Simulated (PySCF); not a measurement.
Members of one family of related compounds. Method used: PySCF 2.14.0, density-fitted response routines, TDDFT CAM-B3LYP/def2-SVPD, vertical, gas phase, core orbitals frozen in the response. Geometries: GFN2-xTB; one conformer of each isolated species. Triplets are in the Tamm–Dancoff approximation.

Question: Rank by computed S1–T1 gap, lowest first.
A. `NCCN[Si@H](N)F`
B. `C=CCN[Si@H](N)F`
C. `[H]/N=C\CN[Si@@H](N)F`
D. `N#CCCN[Si@H](N)F`

Answer: A (0.20 eV), D (0.37 eV), C (0.82 eV), B (2.05 eV).

```
               SMILES  S1−T1 (eV)  S1 (eV)  T1 (eV)    S1 mainly      T1 mainly  f(S1)
       NCCN[Si@H](N)F        0.20     6.01     5.81    H→L (73%)      H→L (65%)  0.003
     N#CCCN[Si@H](N)F        0.37     6.87     6.50    H→L (68%)  H-2→L+5 (18%)  0.010
[H]/N=C\CN[Si@@H](N)F        0.82     5.36     4.54  H→L+1 (61%)    H→L+1 (58%)  0.003
      C=CCN[Si@H](N)F        2.05     6.57     4.52    H→L (69%)  H-1→L+1 (36%)  0.073
```

H and L stand for HOMO and LUMO. For `N#CCCN[Si@H](N)F` and `C=CCN[Si@H](N)F` the leading configurations of S1 and T1 differ. Singlets come from full response and triplets from the Tamm–Dancoff approximation.

Without π bonds the low states are Rydberg-like; a valence basis with one diffuse set may place them up to an eV too high.
